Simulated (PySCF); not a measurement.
**Orbital energies and ionisation energy**

C4H8F2O2.
Cartesian coordinates in Å at the PBE0-D3(BJ)/def2-SVP level; atoms count from 1:
```xyz
16
C4H8F2O2 angstrom
C     -2.6301    0.2521   -0.0139
O     -1.8412   -0.7051   -0.6676
C     -0.6389   -1.0195   -0.0602
C      0.4537    0.0188   -0.2608
F      0.5509    0.3649   -1.5661
F      0.1439    1.1818    0.3866
O      1.6162   -0.4812    0.2027
C      2.7551    0.3505    0.0733
H     -3.6386    0.1921   -0.4461
H     -2.6997    0.0471    1.0718
H     -2.2473    1.2782   -0.1450
H     -0.2686   -1.9523   -0.5097
H     -0.7401   -1.1793    1.0313
H      3.5929   -0.2016    0.5152
H      2.9703    0.5608   -0.9853
H      2.6143    1.2988    0.6135
```

Level: CAM-B3LYP/def2-SVPD (PySCF). Frontier orbitals with their largest atomic shares (Löwdin; up to four atoms above 4 %):

| orbital | ε (eV) | main atoms |
| --- | --- | --- |
| HOMO−3 | -11.74 | O7 45 %, C8 21 %, H14 9 %, F5 5 % |
| HOMO−2 | -10.83 | O2 40 %, C1 12 %, O7 11 %, C3 8 % |
| HOMO−1 | -10.47 | O7 46 %, C8 12 %, O2 11 %, H15 6 % |
| HOMO | -9.31 | ? |
| LUMO | 1.25 | C8 19 %, C1 9 %, C3 9 %, C4 8 % |
| LUMO+1 | 1.69 | C1 17 %, C8 15 %, H14 9 %, H10 8 % |
| LUMO+2 | 2.15 | O7 18 %, H12 11 %, C3 8 %, C1 8 % |

What vertical ionisation energy does ΔSCF give, and how far is −ε(HOMO) from it?

ΔSCF: 10.26 eV (990 kJ/mol; threshold wavelength 121 nm); ⟨S²⟩ of the doublet left behind is 0.755, against 0.75 for a pure doublet. −ε(HOMO) is 9.31 eV, 0.95 eV below it. In exact Kohn–Sham theory the two would be equal; CAM-B3LYP (range-separated hybrid) falls short of its own ΔSCF value by 9 %.

On which atoms does the HOMO lie?

O2 (ether oxygen) 56 %, C1 (methoxy carbon) 12 %, C3 (sp3 carbon bound to oxygen) 8 %, H11 (methyl hydrogen) 7 %, so more than half of it is on one atom. The HOMO−1 lies 1.16 eV lower.

Shift the occupied levels rigidly so that −ε(HOMO) equals the ΔSCF value. What binding energies result?

The shift is +0.95 eV: HOMO 10.26, HOMO−1 11.42, HOMO−2 11.78, HOMO−3 12.69 eV. A rigid shift is only a rough guide to the deeper ionisations.

How many of the 10 lowest singlet excitations (vertical TDDFT, same level) lie below the ionisation energy?

All 10; they run from 7.57 to 9.65 eV.

One conformer (not necessarily the lowest) at the PBE0-D3(BJ)/def2-SVP geometry, without solvent, vibrations or thermal averaging.

The run behind these numbers computed excited states and ΔSCF ions as well. The run took 2.5 min on an Arm Neoverse V2 with one thread, shared host with 96 logical CPUs at a one-minute load of 44, and the process peaked at 1.3 GiB of memory.
